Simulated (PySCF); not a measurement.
# From computed data to an observable: oscillator strength and radiative lifetime

Mg(H)(iPr) (C₃H₈Mg), SMILES C[CH](C)[MgH].

The structure is a stationary point at ωB97X-D3(BJ)/def2-SVP.

TDA-PBE/def2-SVPD in PySCF puts the first singlet state with f over 0.02 at 4.60 eV (vertical), with the transition dipole (1.054, 0.118, 0.000) in atomic units.

Task: Find the oscillator strength, the wavelength and the radiative lifetime that this transition would have in vacuum if emission retraced absorption.

Result: 
|μ|² = 1.1248 au, so |μ| = 2.70 D. ΔE = 4.60/27.211 = 0.1690 hartree. f = (2/3) ΔE |μ|² = 0.127 (the program prints 0.127).
λ = 1239.84/4.60 = 270 nm; ν = 37101 cm⁻¹.
Einstein's coefficient A = 0.6670 ν² f s⁻¹ (ν in cm⁻¹) = 1.2e8 s⁻¹, so τ = 1/A = 8.6 ns. This state is S3; the lower singlets have f = 0.002, 0.004. The figure is the radiative limit of this one transition; relaxation, internal conversion, crossing to triplets and a medium change what is measured.
